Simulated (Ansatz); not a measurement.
Isolated molecules relaxed with PBE0-D4/def2-TZVP in Ansatz; ΔE leaves out vibrations. CCSD(T)/CBS adds triple-zeta CCSD(T) − MP2 to the extrapolated MP2 energy (def2 sets, frozen cores). This one scheme is used for every species, atoms too. DFT in def2-TZVPP. B3LYP here is the variant with VWN-RPA as its local correlation; programs differ in this. HSE06 is defined as in plane-wave codes. No spin–orbit coupling; open shells (•) take unrestricted orbitals. Bonds to Ge are less sure, by a few kJ/mol each and by 10 to 20 or more in all where they break to atoms, as the def2 sets lack core-valence functions. Scalar relativity is left out up to krypton. Each species was taken in one conformer, which may not be the lowest.

`[NH2][GeH2][NH2]` + H• → `[NH][GeH2][NH2]`• + H₂  (hydrogen abstraction from the N–H bond)

`[NH2][GeH2][NH2]`:

Cartesian coordinates in Å:
```
N 1.403 0.531 -0.349
Ge -0.196 0.244 0.497
N -1.039 -0.983 -0.572
H 2.003 -0.281 -0.395
H 1.934 1.320 -0.010
H -0.851 1.641 0.606
H -0.137 -0.414 1.896
H -1.863 -1.409 -0.171
H -1.254 -0.650 -1.501
```

`[NH][GeH2][NH2]`•:

Z-matrix (Å, degrees):
```
Ge
N 1 1.829
N 1 1.861 2 104.2
H 1 1.541 2 107.4 3 121.4
H 1 1.552 2 115.8 3 -115.6
H 2 1.011 1 113.9 3 53.9
H 2 1.010 1 115.2 3 -179.0
H 3 1.025 1 109.3 2 166.0
```

H₂:

Cartesian coordinates in Å:
```
H 0.329 0.103 0.141
H -0.329 -0.103 -0.141
```

Question: Is it downhill or uphill in electronic energy at CCSD(T)/CBS, and by how much? (An estimate is asked.)

Answer: The calculation gave: Uphill: ΔE = +32.6 kJ/mol.

Question: What do these levels give: PBE-D4, revPBE-D4, B3LYP-D4, r2SCAN0-D4, BHLYP-D4, revPBE, r2SCAN0, HSE06, HF/def2-TZVPP, HF/CBS(def2), MP2/CBS(def2), CCSD/CBS(def2)? (Best estimate.)

Answer: Computed: PBE-D4 33.0, revPBE-D4 19.2, B3LYP-D4 13.6, r2SCAN0-D4 17.2, BHLYP-D4 13.4, revPBE 15.1, r2SCAN0 16.8, HSE06 33.5, HF/def2-TZVPP 9.4, HF/CBS(def2) 9.1, MP2/CBS(def2) 65.7, CCSD/CBS(def2) 28.0 kJ/mol.

Largest T1 diagnostic among the species: 0.013.

Leaving LDA and LC-ωPBE aside and taking each functional with its dispersion term where it has one, the values, not all of them listed here, spread over 34.2 kJ/mol, from BLYP-D4 to PBE-QIDH. LDA lies +29.8 kJ/mol from PBE without D4. In def2-TZVPP, CCSD(T) changes the Hartree–Fock value by +18.3 kJ/mol (the triples alone add +4.7 kJ/mol) and MP2 by +51.3 kJ/mol. From BLYP to BHLYP (50 % exact exchange), in def2-TZVPP and without D4, ΔE moves by +5.9 kJ/mol.
